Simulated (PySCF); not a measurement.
C4H12FNSi, singlet, geometry from GFN2-xTB, atoms displaced at random by about 0.03 Å a coordinate; B3LYP/STO-3G, gradient run with PySCF.

PySCF was given this input:
```python
from pyscf import gto, scf, dft

mol = gto.Mole()
mol.atom = '''
    Si   -0.23252551    1.38332842    0.43722294
    F     1.10041934    2.19439702    0.04034341
    N    -0.17706816   -0.04972318   -0.54482026
    C     1.08206403   -0.71436814   -0.78383056
    C     1.68754363   -1.31998514    0.50035892
    C    -1.43601439   -0.78440044   -0.76021869
    C    -1.73719839   -1.84744645    0.37036021
    H    -0.24393078    1.26510960    1.81439192
    H    -1.32710941    2.21905968   -0.13411453
    H     0.87744759   -1.54643698   -1.49075902
    H     1.74588059   -0.03656572   -1.12065221
    H     1.93454106   -0.45609101    1.22939475
    H     2.63346543   -1.84755748    0.28859207
    H     1.09718677   -1.99586857    1.03886419
    H    -2.21321443   -0.16183892   -0.82509908
    H    -1.31047477   -1.39833701   -1.66521274
    H    -1.80025600   -1.33228003    1.29784932
    H    -2.69692740   -2.31889149    0.14181942
    H    -1.02170419   -2.68520221    0.37183018
'''
mol.basis = 'sto-3g'
mol.verbose = 4
mol.build()

mf = dft.RKS(mol)
mf.xc = 'b3lyp'
mf.grids.level = 5
mf.kernel()
g = mf.nuc_grad_method()
g.grid_response = True
grad = g.kernel()
```

The log (banner, timings and long lists left out):

```
PySCF version 2.14.0

[INPUT] verbose = 4
[INPUT] num. atoms = 19
[INPUT] num. electrons = 66
[INPUT] charge = 0
[INPUT] spin (= nelec alpha-beta = 2S) = 0
[INPUT] symmetry False subgroup None
[INPUT] Mole.unit = angstrom
[INPUT] Symbol           X                Y                Z      unit          X                Y                Z       unit  Magmom
[...]
nuclear repulsion = 414.163521802215
number of shells = 35
number of NR pGTOs = 153
number of NR cGTOs = 51
basis = sto-3g
ecp = {}

******** <class 'pyscf.dft.rks.RKS'> ********
method = RKS
initial guess = minao
damping factor = 0
level_shift factor = 0
DIIS = <class 'pyscf.scf.diis.CDIIS'>
diis_start_cycle = 1
diis_space = 8
diis_damp = 0
SCF conv_tol = 1e-09
SCF conv_tol_grad = None
SCF max_cycles = 50
direct_scf = True
direct_scf_tol = 1e-13
XC library pyscf.dft.libxc version 7.1.2
    S. Lehtola, C. Steigemann, M. J. T. Oliveira, and M. A. L. Marques,  SoftwareX 7, 1–5 (2018)
XC functionals = b3lyp
    P. J. Stephens, F. J. Devlin, C. F. Chabalowski, and M. J. Frisch,  J. Phys. Chem. 98, 11623 (1994)
radial grids:
    Treutler-Ahlrichs [JCP 102, 346 (1995); DOI:10.1063/1.469408] (M4) radial grids

becke partition: Becke, JCP 88, 2547 (1988); DOI:10.1063/1.454033
pruning grids: <function nwchem_prune>
grids dens level: 5
symmetrized grids: False
atomic radii adjust function: <function treutler_atomic_radii_adjust>
small_rho_cutoff = 0
Set gradient conv threshold to 3.16228e-05
Initial guess from minao.
tot grids = 583936
init E= -596.724050623891
[...]
cycle= 1 E= -596.191367362836  delta_E= 0.533  |g|= 0.543  |ddm|= 5.12
[...]
cycle= 2 E= -596.178099833766  delta_E= 0.0133  |g|= 0.629  |ddm|= 1.87
[...]
cycle= 3 E= -596.307858737405  delta_E= -0.13  |g|= 0.0359  |ddm|= 0.992
[...]
cycle= 4 E= -596.308226811381  delta_E= -0.000368  |g|= 0.017  |ddm|= 0.0829
[...]
cycle= 5 E= -596.308324339581  delta_E= -9.75e-05  |g|= 0.00345  |ddm|= 0.03
[...]
cycle= 6 E= -596.308328084309  delta_E= -3.74e-06  |g|= 0.000762  |ddm|= 0.00609
[...]
cycle= 7 E= -596.308328262077  delta_E= -1.78e-07  |g|= 0.00013  |ddm|= 0.00125
[...]
cycle= 8 E= -596.308328268027  delta_E= -5.95e-09  |g|= 2.71e-05  |ddm|= 0.000232
[...]
cycle= 9 E= -596.30832826827  delta_E= -2.43e-10  |g|= 5.28e-06  |ddm|= 4.56e-05
[...]
Extra cycle  E= -596.308328268273  delta_E= -2.84e-12  |g|= 4.52e-06  |ddm|= 1.39e-05
converged SCF energy = -596.308328268273

******** <class 'pyscf.grad.rks.Gradients'> for <class 'pyscf.dft.rks.RKS'> ********
unit = Eh/Bohr
grid_response = True
--------------- RKS gradients ---------------
         x                y                z
0 Si     0.0175603502    -0.0245098892     0.0568980950
1 F    -0.0269761747    -0.0114017502     0.0015069128
2 N     0.0358974564    -0.0293454791    -0.0044287528
3 C     0.0629369461     0.0896433620    -0.0340229529
4 C    -0.0589695676    -0.0477512533    -0.0216213641
5 C    -0.1009666273     0.0991083954    -0.0158681521
6 C     0.0088450374     0.0119812550     0.0351056643
7 H     0.0070662514     0.0069988627    -0.0401764519
8 H    -0.0022599112     0.0142843099    -0.0167236504
9 H    -0.0096164865    -0.0075943917     0.0054086829
10 H    -0.0679962612    -0.0618204131     0.0437059887
11 H     0.0052633166     0.0283291678     0.0230596153
12 H    -0.0009283199    -0.0042187076     0.0018410012
13 H     0.0361695528     0.0290624196    -0.0169285257
14 H     0.0841422188    -0.0704686322     0.0115047154
15 H     0.0068645733    -0.0055022364     0.0112740880
16 H    -0.0006791959    -0.0060178107    -0.0326008011
17 H     0.0096624365    -0.0011431373    -0.0029012638
18 H    -0.0060155951    -0.0096340716    -0.0050328487
----------------------------------------------
```
